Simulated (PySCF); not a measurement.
**`Cc1ccoc1C(=O)Cl` in a uniform electric field**

C6H5ClO2.
Structure used (GFN2-xTB), in Å, numbered top down from 1:
```
atom  x, y, z in Å
C1     0.2794    1.7720    0.4068
C2    -0.2738    0.4345    0.0928
C3    -1.6307    0.0676   -0.0268
C4    -1.6426   -1.2638   -0.3373
O5    -0.4102   -1.7516   -0.4194
C6     0.4421   -0.7299   -0.1612
C7     1.8644   -0.9225   -0.1532
O8     2.7063   -0.1018    0.0551
Cl9    2.3153   -2.6031   -0.4927
H10    1.1441    1.6791    1.0594
H11    0.6163    2.2581   -0.5086
H12   -0.4762    2.3971    0.8750
H13   -2.4803    0.7060    0.1036
H14   -2.4548   -1.9421   -0.5156
```

Level: PBE0/def2-SVPD (PySCF); nuclei fixed, core orbitals frozen in the response. Permanent dipole (-4.436, 1.446, 0.153) D (1 au = 2.5417 D). Static polarisability (au):

```
x   116.56  -8.67  -0.18
y    -8.67 103.15   9.83
z    -0.18   9.83  58.22
```

Only the terms in μ and α are kept: μ(F) = μ + αF and ΔE = −μ·F − ½ F·αF.

Question: A field of 0.01 au (0.514 V/Å) is applied along each axis in both senses. Find the induced dipole, the size of the total dipole and the two energy terms.

Answer: 
```json
{"field along": "+x", "induced x (D)": "2.963", "induced y (D)": "-0.220", "induced z (D)": "-0.005", "total size (D)": "1.922", "−μ·F (kJ/mol)": "+45.822", "−½F·αF (kJ/mol)": "-15.301"}
{"field along": "−x", "induced x (D)": "-2.963", "induced y (D)": "0.220", "induced z (D)": "0.005", "total size (D)": "7.586", "−μ·F (kJ/mol)": "-45.822", "−½F·αF (kJ/mol)": "-15.301"}
{"field along": "+y", "induced x (D)": "-0.220", "induced y (D)": "2.622", "induced z (D)": "0.250", "total size (D)": "6.196", "−μ·F (kJ/mol)": "-14.936", "−½F·αF (kJ/mol)": "-13.541"}
{"field along": "−y", "induced x (D)": "0.220", "induced y (D)": "-2.622", "induced z (D)": "-0.250", "total size (D)": "4.378", "−μ·F (kJ/mol)": "+14.936", "−½F·αF (kJ/mol)": "-13.541"}
{"field along": "+z", "induced x (D)": "-0.005", "induced y (D)": "0.250", "induced z (D)": "1.480", "total size (D)": "5.026", "−μ·F (kJ/mol)": "-1.580", "−½F·αF (kJ/mol)": "-7.643"}
{"field along": "−z", "induced x (D)": "0.005", "induced y (D)": "-0.250", "induced z (D)": "-1.480", "total size (D)": "4.778", "−μ·F (kJ/mol)": "+1.580", "−½F·αF (kJ/mol)": "-7.643"}
```

Question: For the field (-0.0050, -0.0040, -0.0050) au, what is the induced dipole, and what angle does it make with the field?

Answer: αF = (-1.391, -1.063, -0.838) D, at 12.5° to the field. The polarisability along this direction, F·αF/F², is 91.78 au, against a mean of 92.64 au.

Question: Which field along μ doubles the dipole in that direction (linear response)?

Answer: The polarisability along the dipole is 120.53 au, so F = 1.8366 au / 120.53 au = 0.0152 au = 0.78 V/Å; higher-order terms are ignored.

Question: What field makes μF equal to kT at 100 K?

Answer: kT = 0.3167 × 10⁻³ Eh, so F = 0.000172 au = 0.887 MV/cm.

Question: A unit point charge sits 6 Å away. Estimate the induction energy −αe²/2R⁴ with the mean polarisability, treating the molecule as a point.

Answer: R = 11.34 bohr, so the energy is −92.6/(2 × 11.34⁴) Eh = -7.36 kJ/mol. The charge–dipole term at its most favourable orientation, −μe/R², is -37.5 kJ/mol.

The structure is a single GFN2-xTB conformer in the gas phase; no vibrational or solvent corrections.

The run behind these numbers computed excited states as well. On an Arm Neoverse N1 with one thread (shared host), this took 76 s of wall time and 0.95 GiB of memory at its peak.
